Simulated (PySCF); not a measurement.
C₅H₆F₂, SMILES FC(F)[C@@H]1CC=C1. Geometry: PBE-D3(BJ)/def2-SVP. The structure was generated by enumeration; whether it is a known compound was not checked. One conformer was computed; it need not be the lowest.

Calculation: PySCF with PBE-D3(BJ)/def2-SVP.

Harmonic wavenumbers (cm⁻¹): 85, 144, 213, 323, 418, 523, 617, 731, 797, 853, 905, 925, 958, 988, 1000, 1059, 1080, 1109, 1136, 1161, 1182, 1273, 1288, 1344, 1348, 1392, 1607, 2958, 2989, 2993, 3050, 3113, 3144. Rotational constants (GHz): 5.187, 1.978, 1.818; symmetry number 1.

Q: Work out the zero-point energy and the ideal-gas rigid-rotor harmonic-oscillator thermochemistry at 298.15 K and 1 atm.

A: ZPE = ½ Σ hcν = ½ × 42707 cm⁻¹ = 255.44 kJ/mol. H − E(el) = 274.97 kJ/mol. Entropy in J/(mol K): translation 166.68, rotation 114.00, vibration 56.26, total 336.94. G − E(el) = 174.51 kJ/mol. Cp = 106.10 J/(mol K). Modes under 150 cm⁻¹ make the vibrational entropy uncertain.
